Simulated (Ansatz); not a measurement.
Consider the ligand exchange at the Al–Cl bond: `[NH2][Al]([NH2])[Cl]` + H–F → `[NH2][Al]([NH2])[F]` + HCl.

Gas-phase electronic energies from Ansatz, PBE0-D4/def2-TZVP geometries. CBS: MP2 limit from def2 TZ/QZ plus the TZ coupled-cluster correction, frozen cores. This one scheme is used for every species. Functionals use def2-TZVPP. B3LYP here is the variant with VWN-RPA as its local correlation; programs differ in this. HSE06 is defined as in plane-wave codes. One conformer a species, not always the lowest.

Problem. Is it downhill or uphill in electronic energy at CCSD(T)/CBS, and by how much? (An estimate is asked.)

Solution. Ansatz gave: Downhill: ΔE = -17.3 kJ/mol.

Problem. What do these levels give: B3LYP-D4, r2SCAN0-D4, HSE06-D4, ωB97M-V, B2PLYP, revPBE, PBE0, SCS-MP2/def2-TZVPP, CCSD(T)/def2-TZVPP, HF/def2-QZVPP, MP2/def2-QZVPP, MP2/CBS(def2)? (An estimate is asked.)

Solution. The calculation gave: B3LYP-D4 -21.9, r2SCAN0-D4 -15.7, HSE06-D4 -12.1, ωB97M-V -18.9, B2PLYP -23.8, revPBE -18.9, PBE0 -15.2, SCS-MP2/def2-TZVPP -21.2, CCSD(T)/def2-TZVPP -20.0, HF/def2-QZVPP -23.3, MP2/def2-QZVPP -15.8, MP2/CBS(def2) -13.8 kJ/mol.

Largest T1 diagnostic among the species: 0.010.

From r2SCAN to r2SCAN0 (25 % exact exchange), in def2-TZVPP and without D4, ΔE moves by +3.1 kJ/mol. At CCSD(T), def2-SVP lies −8.9 kJ/mol from the extrapolated value and def2-TZVPP −2.8 kJ/mol.
